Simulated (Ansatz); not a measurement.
yttrium atom (Y), doublet (core potentials on Y).

Ansatz (an electronic-structure program) was given this input:
Ansatz 0.2 input:
```yaml
crystal:
  periodic: [false, false, false]
  atoms:
    - {symbol: Y, position_ang: [0.00000000, 0.00000000, 0.00000000]}
basis:
  gaussian:
    orbitals: def2-SVP
hamiltonian:
  xc: b3lyp
magnetization: {spin_polarized: true, initial_magnetization: 1}
```

### Question
Predict the number of basis functions from B3LYP/def2-SVP in Ansatz.

### Answer
31

### Question
Give the total energy at the level B3LYP/def2-SVP.

### Answer
-38.2277 Eh

### Question
Predict the <S^2> from B3LYP/def2-SVP.

### Answer
0.807
